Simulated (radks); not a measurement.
Cr+, configuration [Ar] 3d5 (the NIST ground configuration).

Method: Dirac Kohn-Sham, B86b exchange with PBE correlation, spin-unpolarised, spherical densities, point nucleus; open shells fill j = l - 1/2 first; computed with a radial shooting solver on a logarithmic mesh with Libxc functionals.

Energy parts (eV):
total: -28587.281
kinetic: 28923.474
electron-nucleus: -68105.826
Hartree: 11922.844
exchange-correlation: -1327.773

Orbitals (lengths in bohr, moments of r in powers of bohr; <r^-3> diverges for s and p1/2):
| orbital | occ. | eigenvalue (eV) | <r^4> | <r^-3> |
|---|---|---|---|---|
| 1s1/2 | 2 | -5888.310 | 0.00007586 | - |
| 2s1/2 | 2 | -673.8590 | 0.01805 | - |
| 2p1/2 | 2 | -573.1903 | 0.01379 | - |
| 2p3/2 | 4 | -564.5358 | 0.01431 | 354.7 |
| 3s1/2 | 2 | -80.9671 | 1.455 | - |
| 3p1/2 | 2 | -53.1346 | 2.136 | - |
| 3p3/2 | 4 | -52.1232 | 2.220 | 41.72 |
| 4s1/2 | 0 | -9.9560 | 186.2 | - |
| 3d3/2 | 4 | -9.9190 | 21.61 | 2.953 |
| 3d5/2 | 1 | -9.8391 | 22.10 | 2.904 |
| 4p1/2 | 0 | -6.0166 | 513.9 | - |
| 4p3/2 | 0 | -5.9649 | 527.7 | 2.153 |

The highest occupied level is 3d5/2 at -9.839 eV. The configuration is held as typed, so some empty levels lie below it. For comparison, the ionisation energy in NIST's Atomic Spectra Database is 16.486 eV (measured). In exact Kohn-Sham theory the highest level is minus the ionisation energy, but local and semilocal functionals leave it too shallow, through self-interaction and a potential that decays too fast; potentials with the right tail come closer.

Run on one thread of a shared host, so times are rough (Arm Neoverse N1): 0.15 s of CPU time, 0.16 s wall, 16 iterations on 2546 mesh points.

Beside tabulated values, note that spin-unpolarised runs miss the spin-polarisation part of the exchange energy of open shells.
